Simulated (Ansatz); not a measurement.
Input for Ansatz (a quantum-chemistry and plane-wave program): R-CCSD(T)/def2-TZVPP on H4O3Sn (SMILES [OH][SnH]([OH])[OH]), a point of a torsion scan. Elements past Kr take the def2 small-core potentials; no spin–orbit coupling. The run froze 12 orbitals, filled d shells among them.

Ansatz 0.2 input:
```yaml
crystal:
  periodic: [false, false, false]
  atoms:
    - {symbol: O, position_ang: [1.73873988, 0.42956579, -0.36438748]}
    - {symbol: Sn, position_ang: [-0.01822210, -0.07659793, 0.17921573]}
    - {symbol: O, position_ang: [0.01101903, -1.95953045, 0.50191276]}
    - {symbol: O, position_ang: [-0.32252070, 0.65126489, 1.93946196]}
    - {symbol: H, position_ang: [2.44138086, -0.10816937, 0.00293230]}
    - {symbol: H, position_ang: [-1.06638528, 0.42983473, -0.98155324]}
    - {symbol: H, position_ang: [-0.46808826, -2.22620365, 1.28717519]}
    - {symbol: H, position_ang: [-0.04199291, 1.55603832, 2.07050373]}
basis:
  gaussian:
    orbitals: def2-TZVPP
magnetization: {spin_polarized: false}
correlation: {method: ccsd_t, electrons: outside_noble_gas}
scf: {lower_state_search: off}
```

Program output:

```
WARN ansatz: RAYON_NUM_THREADS=1 ignored (pool sized by the plan → 1); use --threads N
Functional definition: HF
these checks for a lower state are left out or cut short: stability, starts, cluster_reference, orbital_swaps, neighbouring_geometries, increment
integrals: 0.79 GiB planned
1396 factors; integrals over basis functions are off by at most 5.4e-4 eV
mean field: 0.61 GiB planned
mean field evaluation 1: about -11977.6287 eV, gradient 6.2e1 eV
mean field evaluation 2: about -11977.8205 eV, gradient 6.3e1 eV
mean field evaluation 4: about -11984.4803 eV, gradient 2.8e0 eV
mean field evaluation 8: about -11984.5360 eV, gradient 1.9e-1 eV
mean field -11984.53612950 eV, -440.4235793487 hartree, gradient 1.9e-6 eV, S^2 0.000000; 0 other end points of the search recorded, 0 dependent functions left out
12 core orbitals not correlated
reference -11984.53612950 eV, -440.4235793487 hartree; 13, 13 occupied and 174, 174 virtual orbitals, 1396 factors
second order -22.95782293 eV of doubles, -0.00000000 eV of singles
coupled cluster: 1.30 GiB planned
cycle   1  -22.58748682 eV  change    3.7e-1 eV  update   1.0e-1
cycle   2  -23.09817948 eV  change   -5.1e-1 eV  update   3.1e-2
cycle   3  -23.23226885 eV  change   -1.3e-1 eV  update   1.5e-2
cycle   4  -23.21639207 eV  change    1.6e-2 eV  update   3.5e-3
cycle   5  -23.21511950 eV  change    1.3e-3 eV  update   1.7e-3
cycle   6  -23.21618481 eV  change   -1.1e-3 eV  update   5.0e-4
cycle   7  -23.21594007 eV  change    2.4e-4 eV  update   1.8e-4
cycle   8  -23.21584134 eV  change    9.9e-5 eV  update   5.1e-5
cycle   9  -23.21583840 eV  change    2.9e-6 eV  update   1.8e-5
perturbative correction -0.80607613 eV, -0.0296227513 hartree
Total energy: -12008.55804403 eV, -441.3063684251 hartree
Checks for a lower state left out: stability, starts, cluster_reference, orbital_swaps, neighbouring_geometries, increment
```

The calculation finished and met its thresholds.

Cost: about 120 core-seconds (a rough figure).
